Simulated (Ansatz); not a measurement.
`O[Si@@H](F)N[Si@@H](O)F` + `C=N` → `C=N[SiH](O)F` + `N[SiH](O)F`  (ligand exchange at the Si–N bond)

Computed with Ansatz on PBE0-D4/def2-TZVP structures; ΔE is electronic, products minus reactants. CCSD(T)/CBS adds triple-zeta CCSD(T) − MP2 to the extrapolated MP2 energy (def2 sets, frozen cores). This one scheme is used for every species. DFT in def2-TZVPP. B3LYP here is the variant with VWN-RPA as its local correlation; programs differ in this. Each species was taken in one conformer, which may not be the lowest.

`O[Si@@H](F)N[Si@@H](O)F`:

Z-matrix (Å, degrees):
```
Si
F 1 1.594
N 1 1.715 2 107.2
O 1 1.623 2 112.6 3 120.2
H 1 1.471 2 105.9 3 -122.9
Si 3 1.701 1 128.9 2 130.0
H 3 1.012 1 116.6 2 -44.2
H 4 0.961 1 118.5 2 -77.4
O 6 1.628 3 106.0 1 -160.0
F 6 1.603 3 108.0 1 -40.5
H 6 1.476 3 115.8 1 75.8
H 9 0.958 6 118.7 3 -163.7
```

`C=N`:

Cartesian coordinates in Å:
```
C -0.324 0.216 -0.014
N 0.707 -0.290 -0.532
H -0.633 0.081 1.029
H -0.973 0.839 -0.633
H 1.223 -0.846 0.150
```

`C=N[SiH](O)F`:

Cartesian coordinates in Å:
```
C 0.547 1.619 0.112
N 0.086 0.577 0.645
Si 0.035 -0.997 -0.056
O -1.497 -1.541 -0.001
F 0.498 -0.986 -1.582
H 0.987 1.652 -0.895
H 0.527 2.572 0.653
H 0.953 -1.898 0.660
H -2.136 -0.999 0.464
```

`N[SiH](O)F`:

```xyz
8

N    -0.869    0.737    0.329
Si    0.424   -0.086   -0.405
O     1.019   -1.228    0.592
F    -0.206   -0.703   -1.736
H    -1.590    1.161   -0.231
H    -0.763    1.201    1.216
H     1.603    0.698   -0.814
H     0.383   -1.781    1.049
```

| level | ΔE (kJ/mol) |
| --- | --- |
| B3LYP-D4 | 30.0 |
| ωB97M-V | 31.5 |
| B2PLYP | 27.5 |
| MP2/def2-TZVPP | 31.3 |
| CCSD/def2-TZVPP | 33.4 |
| CCSD(T)/def2-TZVPP | 34.1 |
| HF/def2-QZVPP | 24.8 |
| MP2/def2-QZVPP | 30.0 |

Question: What does CCSD(T)/CBS give? (Best estimate.)

Answer: The calculation gave: +32.1 kJ/mol. The listed levels differ from it by -2.1, -0.6, -4.6, -0.8, 1.3, 2.0, -7.3, -2.1 kJ/mol.

Largest T1 diagnostic among the species: 0.013.

The D4 term adds +5.5 kJ/mol with B3LYP and +3.2 kJ/mol with PBE0; it sums over pairs of atoms, weighted by their polarisabilities, and B3LYP, whose exchange is more repulsive, gets the larger term. In def2-TZVPP, CCSD(T) changes the Hartree–Fock value by +9.0 kJ/mol (the triples alone add +0.7 kJ/mol) and MP2 by +6.2 kJ/mol.
